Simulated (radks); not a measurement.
The numbers below are computed, except where a source is named.
Ionisation of the thallium ion Tl+, [Hg], to Tl2+, [Xe] 4f14 5d10 6s1, under several functionals. Scalar-relativistic Kohn-Sham, spin-polarised, spherical densities, finite nucleus; open shells are filled with parallel spins first (spin-orbit coupling, left out, can overturn this in heavy ions); a radial shooting solver on a logarithmic mesh with Libxc functionals.

\begin{tabular}{lrrrrrr}
functional & E(Tl+) (hartree) & Exc (hartree) & IE (eV) & -e(HOMO) (eV) & <r> HOMO (bohr) & IE error (eV) \\ \hline
TASK exchange with Perdew-Wang LDA correlation & -20240.7223 & -375.8495 & 20.335 & 17.074 & 2.312 & -0.093 \\
LDA (Slater exchange, VWN5 correlation) & -20229.5755 & -367.1821 & 20.984 & 16.679 & 2.377 & +0.556 \\
r2SCAN & -20242.8632 & -378.7399 & 20.383 & 16.537 & 2.372 & -0.045 \\
XLYP & -20242.6265 & -380.1661 & 20.651 & 16.315 & 2.402 & +0.223 \\
OLYP & -20247.5615 & -385.3973 & 20.230 & 16.017 & 2.393 & -0.198 \\
revPBE & -20240.9099 & -378.4894 & 20.394 & 16.189 & 2.388 & -0.035 \\
PW91 & -20242.3672 & -379.9382 & 20.636 & 16.391 & 2.387 & +0.208 \\
MS2 meta-GGA & -20239.9850 & -376.8033 & 20.332 & 16.214 & 2.393 & -0.096 \\
exchange-only r2SCAN & -20237.8990 & -373.7134 & 19.159 & 15.429 & 2.406 & -1.269 \\
\end{tabular}

NIST Atomic Spectra Database: 20.428 eV (measured). Closest: revPBE. The Delta-SCF values span 1.82 eV, the total energies 17.99 hartree. The highest occupied level is 6s.
